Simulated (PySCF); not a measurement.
Si(Cl)2(NH2)2 (Cl2H4N2Si), SMILES N[Si](N)(Cl)Cl.

The structure is a stationary point at B3LYP-D3(BJ)/def2-SVP. One conformer was computed; it need not be the lowest.

These are B3LYP-D3(BJ)/def2-SVP (PySCF) values and carry that method's errors.

Frequencies are harmonic and unscaled.

Computed vibrational spectrum:
```csv
mode,ν (cm⁻¹),IR (km/mol),moving atoms (share of kinetic energy)
1,156,8.8,"Cl 57 %, N 27 %, H 12 %"
2,184,1.2,"N 43 %, Cl 30 %, H 28 %"
3,230,0.3,"H 74 %, Si 10 %, N 8 %"
4,255,0.0,"Cl 31 %, N 30 %, H 28 %, Si 12 %"
5,270,10.1,"N 31 %, Cl 29 %, H 24 %, Si 16 %"
6,284,14.7,"H 40 %, N 29 %, Cl 18 %, Si 13 %"
7,403,22.8,"H 82 %, N 17 %"
8,409,148.4,"H 68 %, N 27 %"
9,418,162.5,"H 70 %, N 25 %"
10,483,77.3,"Cl 48 %, Si 27 %, N 16 %, H 9 %"
11,561,224.4,"Si 58 %, Cl 31 %, H 9 %"
12,820,3.7,"H 51 %, N 44 %"
13,829,79.2,"H 72 %, N 19 %, Si 9 %"
14,884,169.6,"H 37 %, N 32 %, Si 31 %"
15,954,152.9,"Si 46 %, N 39 %, H 14 %"
16,1528,110.7,"H 88 %, N 12 %"
17,1532,22.4,"H 89 %, N 11 %"
18,3573,62.5,H 96 %
19,3574,19.1,H 96 %
20,3673,26.7,"H 91 %, N 9 %"
21,3674,51.6,"H 91 %, N 9 %"
```
